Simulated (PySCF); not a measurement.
## `C[C@H]1C[SiH2]O[Si@@H]1[SiH3]`, C3H12OSi3

Geometry (Å), atoms numbered from 1 in this order:
```xyz
19

C    -1.714    1.007    1.013
C    -0.833   -0.009    0.294
C    -1.431   -0.437   -1.057
Si   -0.012   -1.134   -2.119
O     1.239   -0.363   -1.397
Si    0.974    0.556   -0.054
Si    2.545   -0.038    1.509
H    -1.810    1.917    0.424
H    -1.283    1.272    1.977
H    -2.713    0.606    1.184
H    -0.779   -0.905    0.926
H    -1.844    0.446   -1.552
H    -2.263   -1.126   -0.911
H    -0.034   -0.693   -3.508
H     0.224   -2.563   -1.940
H     0.954    1.945   -0.543
H     2.594   -1.468    1.841
H     2.266    0.658    2.772
H     3.910    0.338    1.134
```

Method: TDDFT CAM-B3LYP/def2-SVPD circular dichroism and optical rotation, one conformer, gas phase in PySCF 2.14.0. Geometry: GFN2-xTB.

Stereocentres: C2 S, Si6 R.

Question: Give the optical rotatory dispersion at 633, 589.3, 546, 436, 405, 365, 355 nm.

Answer: [α] in deg dm⁻¹ (g/mL)⁻¹:
| λ (nm) | origin-invariant length gauge | modified velocity gauge | length gauge (centre of mass) | isotropic polarisability (au) |
| --- | --- | --- | --- | --- |
| 633 | -33.7 | -48.1 | -33.5 | 117.9 |
| 589.3 | -40.9 | -57.8 | -40.7 | 118.4 |
| 546 | -50.8 | -70.9 | -50.5 | 119.0 |
| 436 | -102.0 | -136.8 | -101.5 | 121.7 |
| 405 | -131.6 | -173.8 | -131.0 | 123.0 |
| 365 | -194.4 | -250.7 | -193.6 | 125.1 |
| 355 | -217.2 | -278.3 | -216.3 | 125.8 |

Question: And for the mirror image at 589.3 nm?

Answer: +40.9 deg dm⁻¹ (g/mL)⁻¹ (origin-invariant length gauge): the same size and the opposite sign.

Question: What is the molar rotation [Φ] = [α]·M/100 of the geometry above at 589.3 nm?

Answer: With M = 148.38 g/mol, -60.7 deg cm² dmol⁻¹ (origin-invariant length gauge).

The first excitation lies at 6.48 eV (191 nm) with R = -20.4 × 10⁻⁴⁰ esu² cm² (velocity form).
